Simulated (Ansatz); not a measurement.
The same path of CHFOSi (5 atoms, charge 0, multiplicity 1) was run twice with different band settings. The coordinate that changes most is the dihedral H5–O1–C2–Si3.

All numbers below come from RKS PBE/def2-SVP in Ansatz.

Relaxed end points:

```xyz
5
Properties=species:S:1:pos:R:3
O 0.503 1.416 0.452
C 0.060 0.228 0.222
Si 0.257 -1.326 -0.587
F -0.845 -2.416 -0.002
H 0.024 2.098 -0.085
```

```xyz
5
Properties=species:S:1:pos:R:3
O -0.090 1.472 -0.536
C -0.158 0.248 -0.140
Si 0.571 -1.355 -0.063
F -0.516 -2.446 0.545
H 0.194 2.081 0.193
```

Common settings: movable images 5; climbing image yes; optimiser quadratic models (default); start path IDPP; force threshold 0.05 eV/Å; iteration limit 60; end points relaxed.

| run | spring |
| --- | --- |
| 1 | 5.0 eV/Å² |
| 2 | 0.5 eV/Å² |

Task: What does each run give, and how far can it be trusted?

Result: Run 1: converged after 5 iterations, highest image 0.797 eV above the first end. A vibrational analysis at the climbing image gives one clearly imaginary mode, 1098i cm⁻¹: a first-order saddle point.
Run 2: converged after 5 iterations, highest image 0.797 eV above the first end. Another band between the same ends (5 images) ends at a top of the same energy, where a vibrational analysis finds 1 clearly imaginary mode.
